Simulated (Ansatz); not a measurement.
Calculated with Ansatz (gas phase, PBE0-D4/def2-TZVP geometries, no zero-point term in ΔE). CBS: MP2 limit from def2 TZ/QZ plus the TZ coupled-cluster correction, frozen cores. DFT in def2-TZVPP. One conformer a species, not always the lowest.

Reaction (ligand exchange at the Si–C bond): `O[SiH2]C[Si](O)(O)O` + `O[SiH2][SiH3]` → `O[SiH2]O[SiH2][SiH3]` + `C[Si](O)(O)O`

CCSD(T)/CBS gives -107.4 kJ/mol.

(1) Another level gave -107.4 kJ/mol. Which?
A. MP2/def2-TZVPP
B. B2PLYP/def2-TZVPP
C. HF/def2-TZVPP
D. PBE0/def2-TZVPP

Largest T1 diagnostic among the species: 0.012.

Results:

(1) A. MP2/def2-TZVPP -107.4, PBE0 -99.5, B2PLYP -113.0, HF/def2-TZVPP -134.3 kJ/mol.

In def2-TZVPP, CCSD(T) changes the Hartree–Fock value by +27.3 kJ/mol (the triples alone add +4.2 kJ/mol) and MP2 by +26.9 kJ/mol. The D4 term adds +4.1 kJ/mol with B3LYP and +2.1 kJ/mol with PBE0; it sums over pairs of atoms, weighted by their polarisabilities, and B3LYP, whose exchange is more repulsive, gets the larger term.

B3LYP here is the variant with VWN-RPA as its local correlation; programs differ in this.
